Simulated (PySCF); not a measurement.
CH4ClGa, SMILES [Cl][GaH][CH3]. Atoms are numbered in the order given.

```xyz
7

Ga    -0.2657    -0.4590    -0.1695
H     -1.3712    -0.9643    -1.1561
Cl     0.0604     1.6957    -0.2389
C      0.8748    -1.4514     1.0863
H      1.1276    -0.8239     1.9534
H      1.8141    -1.7202     0.5743
H      0.3913    -2.3796     1.4260
```

Geometry optimised at B3LYP-D3(BJ)/def2-SVP.

Method: HF/pcSseg-1 run with PySCF.

GIAO shieldings, no solvent; atoms alike by connectivity are averaged. δ = σ(ref) − σ: ¹H against TMS (σ = 31.99 ppm); ³⁵Cl against HCl (σ = 958.2 ppm); ¹³C against TMS (σ = 192.6 ppm), references at their B3LYP-D3(BJ)/def2-TZVP geometries, non-relativistic (without spin–orbit terms, shifts of atoms bonded to Cl or Br come out too high).

```
nucleus       atoms  count  δ (ppm)
-------  ----------  -----  -------
¹H               H2      1     5.62
¹H       H5, H6, H7      3     0.63
³⁵Cl            Cl3      1     18.0
¹³C              C4      1     -1.1
```
